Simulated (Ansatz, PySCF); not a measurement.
Reaction (SMILES): B=O (HBO) + H+ -> B=[OH+]
Structures are relaxed separately at B3LYP-D3(BJ)/def2-TZVP in Ansatz (a program for electronic structure).

Wanted: proton affinity (0 K, with B3LYP-D3(BJ) harmonic zero-point energies from PySCF), positive where the reaction releases energy, in kJ/mol. Valence correlation only, unless marked. Spin-orbit coupling is left out. Non-relativistic. Basis-set limits of correlation are two-point, X^-3; Hartree-Fock from the larger set.

```tsv
level	program	proton affinity (kJ/mol)
HF/def2-TZVPD	PySCF	719.8
PBE-D4/def2-TZVPD	Ansatz + dftd4	666.8
TPSS-D3(BJ)/def2-TZVPD	PySCF + dftd3	678.7
B97M-V/def2-TZVPD	Ansatz	680.9
PBE0-D3(BJ)/def2-TZVPD	Ansatz + dftd3	683.9
PBE0/def2-TZVPD	Ansatz	683.1
PBE0/def2-QZVPP	Ansatz	686.1
TPSSh/def2-TZVPD	PySCF	682.9
HSE06-D4/def2-TZVPD	Ansatz + dftd4	683.0
SCS-MP2/STO-3G	Ansatz	799.8
CCSD/6-31G	Ansatz	685.6
CCSD/cc-pVDZ	Ansatz	677.1
CCSD(T)/6-31G	Ansatz	680.2
CCSD(T)/cc-pVDZ	Ansatz	670.8
CCSD(T)/CBS(cc-pVTZ,cc-pVQZ)	Ansatz	677.3
```
